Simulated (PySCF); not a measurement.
## C$_{7}$H$_{7}$N: full NMR table

* Formula: C7H7N
* SMILES: C=Cc1ccncc1
* Point group of the computed structure: Cs
* Degrees of unsaturation: 5
* Carbon signals: 5
* Proton signals: 5

Numbering as in the mapped SMILES `[CH2:1]=[CH:2][c:3]1[cH:4][cH:5][n:6][cH:7][cH:8]1`; H(Xn) means a hydrogen on atom n. Ha(C1) is cis to C3; Hb(C1) is trans to C3.

Rapidly exchanging positions averaged, no solvent model, non-relativistic, a single conformation. σ from GIAO-KT3/pcSseg-1; spin–spin couplings from B3LYP/pcJ-1 (spin–dipole term only in couplings to heteroatoms); PBE0-D3(BJ)/def2-SVP structure; PySCF 2.14.

Shifts are taken against calculated references (same method and geometry level): 1H (σ = 31.32 ppm) and 13C (σ = 182.31 ppm) against TMS; NH3 for 15N (σ = 262.01 ppm).

```tsv
carbon	δC, type	δH (multiplicity, J in Hz)	HMBC from (abs. J ≥ 3 Hz)	span of the C tensor (ppm)
C1	111.5, CH2	Hb(C1) 5.43 (m); Ha(C1) 6.21 (m)	–	199
C2	132.5, CH	6.29 (m)	H(C4)/H(C8)	187
C3	133.9, C	–	H(C5)/H(C7), H(C2), Ha(C1), Hb(C1)	212
C4/C8	113.5, CH	6.79 (d, 5.8)	H(C5)/H(C7), H(C4)/H(C8), H(C2)	189
C5/C7	143.1, CH	8.42 (d, 5.8)	H(C5)/H(C7), H(C4)/H(C8)	198
```

Other nuclei:
```csv
atoms,nucleus,environment,δ (ppm),σ (ppm)
N6,15N,pyridine-type ring nitrogen,332.7,-70.7
```

Selected couplings (Hz, signed; the shortest-range and largest first, 30 at most; isotopes 13C, 1H, 15N): 1J(C5,H(C5)) 186.2, 1J(C1,Hb(C1)) 172.4, 1J(C4,H(C4)) 167.5, 1J(C1,Ha(C1)) 164.9, 1J(C2,H(C2)) 162.5, 1J(C1,C2) 77.0, 1J(C3,C4) 60.7, 1J(C4,C5) 60.2, 1J(C2,C3) 59.2, 2J(N6,H(C5)) -12.7, 2J(C2,C4) 2.4, 2J(C4,N6) 2.4, 2J(C3,C5) -1.2, 3J(Ha(C1),H(C2)) 19.0, 3J(Hb(C1),H(C2)) 12.3, 3J(C4,C7) 12.1, 3J(H(C4),H(C5)) 5.8, 3J(C1,C4) 5.1, 3J(C3,N6) -4.0, 3J(C2,C5) 3.8, 3J(N6,H(C4)) -1.3.

- Carbon types of the structure: 1 × C, 5 × CH, 1 × CH2, which accounts for all hydrogens.
- δC 143.1: aromatic CH next to a ring nitrogen; the adjacent pyridine-type nitrogen withdraws density from it.
- δC 133.9: substituted aromatic carbon.
- δC 132.5: alkene CH; the olefinic region.
- δC 113.5: aromatic CH.
- δC 111.5: terminal =CH2 carbon; the olefinic region.
- The protons at 6.79 and 8.42 share a coupling of 5.8 Hz (vicinal, an ortho-type coupling).

Splittings below 1 Hz are ignored in the labels, and close J values are merged. Couplings among chemically equivalent protons are left out too, so labels in AA′BB′ or AA′XX′ sets are apparent multiplicities. Unscaled 3J(H,H) at this level run about 10 % above measured values. Shifts are as computed, not scaled to solution data. Of 1211 compounds with measured shifts, 218 miss one by over three times the rms of a fit or turn the order of signals round; such compounds aren't used in these exercises. Experimental scales use liquid or dissolved standards, which lie at an offset from isolated NH3 (liquid NH3: subtract about 20 ppm). Unscaled 15N shifts of sp2 nitrogen come out 20 to 40 ppm too high even then.
